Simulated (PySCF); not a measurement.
**Working out the ionisation energy of Ag**

Ag [Kr] 4d10 5s1 (2S) → Ag⁺ [Kr] 4d10 (1S). All numbers are calculated (PySCF 2.14, scalar relativity by spin-free X2C-1e, in x2c-SVPall (6s5p5d1f, 53 functions)). Frozen: [Kr]. Energies in hartree (1 hartree = 27.21139 eV):

```csv
part,Ag (lower),Ag⁺ (upper)
UHF,-5312.306459,-5312.073408
MP2 opposite-spin,-0.181114,-0.167602
MP2 same-spin,-0.107980,-0.099111
```

Task: What does Hartree-Fock give?

Result: (-5312.073408) − (-5312.306459) = 0.233051 hartree = 6.342 eV.

Task: What do MP2 and SCS-MP2 (6/5 opposite-spin, 1/3 same-spin) give?

Result: The opposite-spin parts differ by 0.368 eV and the same-spin parts by 0.241 eV. MP2: 6.342 + (0.368) + (0.241) = 6.951 eV. SCS-MP2: 6.342 + 1.2 × (0.368) + (0.241)/3 = 6.864 eV.

Measured between the centres of the two terms (NIST): 7.576 eV, so MP2 (valence) is off by -0.625 eV.

A double-zeta basis recovers only part of the correlation energy.

What remains against the reference includes basis incompleteness, the frozen core and correlation beyond second order.
